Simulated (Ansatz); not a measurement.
Isolated molecules relaxed with PBE0-D4/def2-TZVP in Ansatz; ΔE leaves out vibrations. CBS: MP2 limit from def2 TZ/QZ plus the TZ coupled-cluster correction, frozen cores. This one scheme is used for every species. DFT in def2-TZVPP. Elements past krypton have def2 core potentials. For Sn outer-core shells are correlated without core-valence functions, which leaves a few kJ/mol of doubt a bond. One conformer a species, not always the lowest.

`O=C=[N][SnH2][F]` + HCl → `O=C=[N][SnH2][Cl]` + H–F  (ligand exchange at the Sn–F bond)

```csv
level,ΔE (kJ/mol)
LDA (SPW92),-33.4
revPBE-D4,-32.6
BLYP-D4,-25.8
CAM-B3LYP-D4,-26.5
revPBE,-27.6
r2SCANh,-32.1
HF/def2-SVP,-36.4
HF/def2-QZVPP,-31.1
```

(1) What does CCSD(T)/CBS give? (Estimate.)

Largest T1 diagnostic among the species: 0.016.

Answers

(1) Computed: -37.3 kJ/mol. The listed levels differ from it by 3.9, 4.7, 11.5, 10.8, 9.7, 5.2, 0.9, 6.2 kJ/mol.

From PBE to PBE0 (25 % exact exchange), in def2-TZVPP and without D4, ΔE moves by −7.0 kJ/mol. The D4 term adds −5.4 kJ/mol with B3LYP and −3.0 kJ/mol with PBE0; it sums over pairs of atoms, weighted by their polarisabilities, and B3LYP, whose exchange is more repulsive, gets the larger term.

B3LYP here is the variant with VWN-RPA as its local correlation; programs differ in this.
